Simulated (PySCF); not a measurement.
Structure elucidation problem

An unknown has the formula C6H15FNPSi. Its calculated NMR data are:

¹H NMR (500 MHz, computed): δ 4.88 (m, 1H), 2.92 (m, 3H), 1.91 (m, 2H), 1.69 (m, 2H), 1.02 (m, 3H), 0.96 (m, 2H), 0.91 (m, 2H).

¹³C{¹H} NMR (computed): δ 32.6 (CH3), 23.8 (CH2), 14.0 (CH3), 7.9 (CH2).

- σ from GIAO-B97-2/pcSseg-1
- structure optimised with PBE0-D3(BJ)/def2-SVP
- code: PySCF 2.14.0 with density-fitted response routines
- no solvent, one conformer, averaged over atoms made equivalent by symmetry, fast rotation or ring inversion, relativity neglected

Shifts are taken against calculated references (same method and geometry level): TMS for ¹H (σ = 31.38 ppm), ¹³C (σ = 183.69 ppm).

Propose a structure and justify it.

Answers


- 4 carbon signals for 6 carbons: some carbons are equivalent by symmetry or fast rotation.
- Carbon types of the structure: 4 × CH2, 2 × CH3, leaving 1 H on heteroatoms.
- δC 32.6: methyl carbon bonded to N; pulled downfield by the heteroatom.
- δC 23.8: sp3 CH2 bonded to P.
- δC 14.0: methyl carbon bonded to P.
- δC 7.9: sp3 CH2 bonded to Si; an electropositive neighbour leaves it electron-rich and shielded.
- δH 4.88: hydrogen on a silicon bonded to 2 C, F, in a 6-membered ring.
- δH 2.92: hydrogen on a methyl carbon bonded to N; its carbon carries N, an electronegative neighbour.
- δH 1.91, 0.96: hydrogen on an sp3 CH2 bonded to P.

These data were computed for SMILES CN=[P@]1(C)CC[Si@H](F)CC1.

The data come from this structure; uniqueness wasn't tested.

Splittings by ¹⁹F and ³¹P in the carbon and heteronuclear signals aren't shown, as no couplings were computed. Shifts are as computed. Against solution values, carbons near 30 ppm lie about +1 ppm off and those near 130 ppm about +2 ppm. Of 1313 compounds with measured shifts, 239 miss one by over three times the rms of a fit or turn the order of signals round; such compounds aren't used in these exercises. Multiplicities follow the n + 1 count of equivalent neighbours, as no J values were calculated; m marks all less simple cases, F and P coupling included.
